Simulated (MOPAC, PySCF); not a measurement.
C$_{4}$H$_{4}$O, SMILES `C=C=CC=O`, neutral singlet in the gas phase. 

Cartesian coordinates (Å):
```xyz
9

C     -1.8502     0.1563    -0.0765
C     -0.6347    -0.2608    -0.2378
C      0.6062    -0.6389    -0.4111
C      1.6425     0.3344    -0.7861
O      2.7975     0.0438    -0.9583
H     -2.2020     0.4918     0.8937
H     -2.5508     0.1711    -0.9050
H      0.9111    -1.6737    -0.2853
H      1.2803     1.3760    -0.9020
```
Charge 0, multiplicity 1.

All levels are single points at this geometry (PBE0-D3(BJ)/def2-TZVP); Pople sets use spherical d functions. Orbital energies aren't observables, and empty levels follow the basis.

B3LYP/6-31G* in PySCF gives dipole (D) = 3.48.

Problem. Estimate the dipole (D) from each of these levels: PBE-D3(BJ)/def2-TZVP in PySCF; ωB97X-D3(BJ)/def2-TZVP in PySCF; B3LYP/3-21G in PySCF; B3LYP/6-311+G** in PySCF; M06-2X/6-31G* in PySCF; HF/6-31G* in PySCF; PM6 in MOPAC; PM7 in MOPAC.

Solution. 
```csv
level,dipole (D)
PBE-D3(BJ)/def2-TZVP in PySCF,3.52
ωB97X-D3(BJ)/def2-TZVP in PySCF,3.71
B3LYP/3-21G in PySCF,3.26
B3LYP/6-311+G** in PySCF,3.85
M06-2X/6-31G* in PySCF,3.51
HF/6-31G* in PySCF,4.06
PM6 in MOPAC,3.88
PM7 in MOPAC,3.66
```
